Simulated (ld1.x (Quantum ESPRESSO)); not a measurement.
**Scattering properties, TM potential for Pt (Z = 78)**

ld1.x (Quantum ESPRESSO) 7.5 input, shortened:

```
&input
   title='Pt', zed=78., rel=1, dft='REVPBE', iswitch=3,
   config='[Xe] 4f14 5d9 6s1 6p0'
 /
 &inputp
   pseudotype=2, tm=.true., lloc=2,
   nlcc=.true., rcore=0.75
 /
4
6S  1  0   1.00   0.00  2.45  2.45  0.0
6P  2  1   0.00   0.00  4.15  4.15  0.0
4F  4  3  14.00   0.00  0.70  0.70  0.0
5D  3  2   9.00   0.00  2.15  2.15  0.0
 &test
   configts(1)='4f14 5d9 6s1 6p0'
 /
```

The phase is arctan(r·u′/u) with u = r·R(r), unwrapped; energies in Ry, scanned from -7 to 5 Ry. A pole is an energy at which the radial function vanishes at the test radius. The pseudo phase is shifted by a multiple of π to meet the all-electron one at the reference energy, and phase errors are pseudo minus all-electron; the curves can meet again beyond the range given. Levels narrower than the energy grid can be missing from the lists of poles. Where the grid stepped over a known ghost or core level, its pole and its step of π were put in at the level’s energy.

Problem. For each channel, where are the poles, and over which energies does the pseudopotential scatter like the atom?

Solution.

```json
{"channel": "s", "radius (bohr)": "4.48", "reference energy (Ry)": "-0.41", "poles, all-electron": "-0.25, 2.12", "poles, pseudo": "-4.27, -0.25, 2.06", "unbroken range about the reference energy with phases within 0.05 rad": "-4.3 to 0.8", "phase error 1 Ry above the reference energy (rad)": "-0.014"}
{"channel": "p", "radius (bohr)": "4.48", "reference energy (Ry)": "-0.06", "poles, all-electron": "-4.11, 0.41, 2.96", "poles, pseudo": "0.41, 2.88", "unbroken range about the reference energy with phases within 0.05 rad": "-0.5 to 3.9", "phase error 1 Ry above the reference energy (rad)": "+0.006"}
{"channel": "d", "radius (bohr)": "4.48", "reference energy (Ry)": "-0.45", "poles, all-electron": "-0.43, 1.49, 4.45", "poles, pseudo": "-0.43, 1.50, 4.46", "unbroken range about the reference energy with phases within 0.05 rad": "the whole range", "phase error 1 Ry above the reference energy (rad)": "+0.005"}
{"channel": "f", "radius (bohr)": "4.48", "reference energy (Ry)": "-5.14", "poles, all-electron": "1.58, 3.64", "poles, pseudo": "1.61, 3.81", "unbroken range about the reference energy with phases within 0.05 rad": "below 2.1", "phase error 1 Ry above the reference energy (rad)": "+0.000"}
```

A Bessel basis up to 400 Ry misses an occupied level by 0.86 Ry, so cutoffs were not judged. Note: ghost state, extra bound levels that the all-electron valence spectrum of the same l lacks: s at -58.1 eV (other channels not judged).

Phases in the d channel:

| E (Ry) | all-electron | pseudo |
| --- | --- | --- |
| -7.00 | 1.487 | 1.487 |
| -6.48 | 1.484 | 1.484 |
| -5.96 | 1.480 | 1.480 |
| -5.44 | 1.476 | 1.476 |
| -4.92 | 1.471 | 1.471 |
| -4.40 | 1.466 | 1.466 |
| -3.88 | 1.459 | 1.459 |
| -3.36 | 1.451 | 1.451 |
| -2.84 | 1.441 | 1.441 |
| -2.32 | 1.428 | 1.428 |
| -1.80 | 1.409 | 1.409 |
| -1.28 | 1.381 | 1.381 |
| -0.76 | 1.322 | 1.322 |
| -0.24 | -1.838 | -1.838 |
| 0.28 | -2.204 | -2.203 |
| 0.80 | -4.263 | -4.261 |
| 1.32 | -4.662 | -4.662 |
| 1.84 | -4.795 | -4.794 |
| 2.36 | -4.983 | -4.979 |
| 2.88 | -6.812 | -6.774 |
| 3.40 | -7.678 | -7.675 |
| 3.92 | -7.795 | -7.795 |
| 4.44 | -7.853 | -7.852 |
| 4.96 | -7.900 | -7.900 |
